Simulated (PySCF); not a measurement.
# What a mistake does to a calculation on BC2H8Si

Calculated results; nothing here was measured. They come from PySCF 2.14.0, an open-source quantum chemistry program, on an isolated molecule that a program drew, which may never have been made. The molecule is BC2H8Si (charge 0, doublet), drawn as the SMILES string `BCC[SiH2]`.

Each row is a Hartree-Fock (HF) and frozen-core CCSD(T) single point in the cc-pV(D+d)Z basis, meant for a local HF minimum. Run 1 is clean. Each other run has one planted mistake out of seven kinds, and not every kind appears here: one electron removed, one electron added, multiplicity raised by two, geometry at a saddle point, minimal basis STO-3G, one bond length entered in bohr, all coordinates scaled. The reference is restricted for singlets and unrestricted otherwise, and also for a bond in bohr. Adding or removing an electron swaps singlet and doublet. Electrons count all cores. HOMO and LUMO are orbital energies over both spins, the gradient is its largest component, and the lowest frequency (negative if imaginary) is given only where the gradient is small. Bond lengths are over the 11 bonds as drawn. T1 is the CCSD diagnostic: over 0.02 (restricted) or 0.045 (unrestricted) a single reference is doubtful.

Geometry of the clean run:
```xyz
12
BC2H8Si, angstrom
B    -1.3067    1.8698    0.0124
C    -0.5807    0.4853    0.1872
C    -1.2163   -0.5556    1.1264
Si   -1.0540   -0.1565    2.9722
H    -2.4646    2.0145    0.3040
H    -0.7237    2.7912   -0.4934
H     0.4836    0.6239    0.4068
H    -0.5888    0.1002   -0.8494
H    -2.2845   -0.6599    0.9030
H    -0.7750   -1.5446    0.9649
H    -1.5365    1.2174    3.2740
H    -1.7946   -1.1379    3.8051
```

```
run,electrons,basis functions,<S^2>,HOMO (eV),LUMO (eV),gradient (hartree/bohr),lowest frequency (cm^-1),mean bond (Å),longest bond (Å),T1,HF (hartree),CCSD(T) (hartree),mistake
1,39,105,0.754,-8.71,1.70,1.1e-05,124,1.3434,1.895,0.0105,-393.95676,-394.49154,no fault
2,39,105,3.766,-6.43,-1.84,1.4e-01,-,1.3434,1.895,0.0262,-393.75882,-394.28957,multiplicity raised by two
3,39,32,0.752,-6.33,6.61,2.9e-02,-,1.3434,1.895,0.0044,-389.37882,-389.60972,minimal basis STO-3G
4,38,105,0.000,-16.52,-6.78,8.1e-02,-,1.3434,1.895,0.0115,-393.67188,-394.19820,?
5,39,105,0.754,-8.60,1.83,3.3e-02,-,1.2910,1.821,0.0103,-393.94006,-394.46938,?
```

**Which mistake was planted in run 4, and what did it cost?**

It counts 38 electrons, one fewer than the clean run, at the same geometry and basis. So the mistake is: one electron removed. Subtracting run 1 and multiplying by 627.51 kcal/mol a hartree, the energy moved by 178.8 kcal/mol in HF and 184.1 kcal/mol in CCSD(T).

**Which mistake was planted in run 5, and what did it cost?**

The mean and the longest bond both change by the same factor, 0.961, and the gradient is no longer small. So the mistake is: all coordinates scaled. Subtracting run 1 and multiplying by 627.51 kcal/mol a hartree, the energy moved by 10.5 kcal/mol in HF and 13.9 kcal/mol in CCSD(T).

